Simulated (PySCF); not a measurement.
Simulated absorption spectrum

CH11NSi3.
SMILES with atom numbers: `[CH3:1][NH:2][SiH2:3][SiH2:4][SiH3:5]` (hydrogens: H6, H7, H8 on C1; H9 on N2; H10, H11 on Si3; H12, H13 on Si4; H14, H15, H16 on Si5)

Method: TDDFT CAM-B3LYP/def2-SVPD, vertical, gas phase, core orbitals frozen in the response (PySCF). One conformer (not necessarily the lowest) at the GFN2-xTB geometry, without solvent, vibrations or thermal averaging. Torsions of this conformer, `[CH3:1][NH:2][SiH2:3][SiH2:4][SiH3:5]`: C1–N2–Si3–Si4 -53°, N2–Si3–Si4–Si5 -148°.

Broadening: Gaussians 0.4 eV wide at half height, area fixed by f = 4.319×10⁻⁹ ∫ε dν̃. The width is an assumption, not a result. The curve ends short of the highest state used, and states not computed would add to its high-energy end.

(λ (nm), ε (L mol⁻¹ cm⁻¹)): (185.6, 2490), (187.0, 2625), (188.3, 2814), (189.6, 3034), (191.0, 3256), (192.3, 3397), (193.7, 3431), (195.0, 3327), (196.3, 3095), (197.7, 2730), (199.0, 2324), (200.4, 1864), (201.7, 1456), (203.1, 1067), (204.4, 768), (205.7, 533), (207.1, 345), (208.4, 223), (209.8, 135), (211.1, 83), (212.5, 50), (213.8, 34), (215.1, 29), (216.5, 31), (217.8, 40), (219.2, 54), (220.5, 72), (221.8, 92), (223.2, 117), (224.5, 139), (225.9, 162), (227.2, 179), (228.6, 192), (229.9, 198), (231.2, 198), (232.6, 191), (233.9, 179), (235.3, 161), (236.6, 142), (238.0, 121), (239.3, 101), (240.6, 82), (242.0, 64), (243.3, 50), (244.7, 37), (246.0, 27), (247.4, 19), (248.7, 14), (250.0, 9), (251.4, 6), (252.7, 4), (254.1, 3), (255.4, 2), (256.7, 1), (258.1, 1), (259.4, 0)

**Question.** Where are the band maxima, and which computed states make them?

**Answer.** 231 nm (5.38 eV), ε about 200, made up of S1 (100%); 193 nm (6.41 eV), ε about 3400, made up of S2 (16%), S3 (73%) and S4 (10%) (ε in L mol⁻¹ cm⁻¹; maxima over ε = 5, shares over 10%). The states used: S1 5.38 eV (f 0.0029); S2 6.26 eV (f 0.012); S3 6.41 eV (f 0.037); S4 6.67 eV (f 0.016); S5 6.89 eV (f 0.021); S6 7.15 eV (f 0.032); S7 7.24 eV (f 0.014); S8 7.28 eV (f 0.050).

**Question.** On this curve, what absorbance would a 10⁻⁴ mol/L sample give at 254 nm over a 1 cm path?

**Answer.** 254 nm is 4.881 eV, where ε is about 2.7 L mol⁻¹ cm⁻¹, so A = ε c l ≈ 0.00027 (Beer–Lambert, with the gas-phase spectrum and the assumed width).

**Question.** Does any computed singlet lie in the visible range?

**Answer.** No computed singlet lies in the visible range (380 to 750 nm); the lowest, at 230 nm, stands 2.12 eV above its violet end (3.26 eV).

**Question.** Coming from long wavelengths, where does ε first pass 100 L mol⁻¹ cm⁻¹?

**Answer.** At about 239 nm (5.18 eV), 0.20 eV below S1.
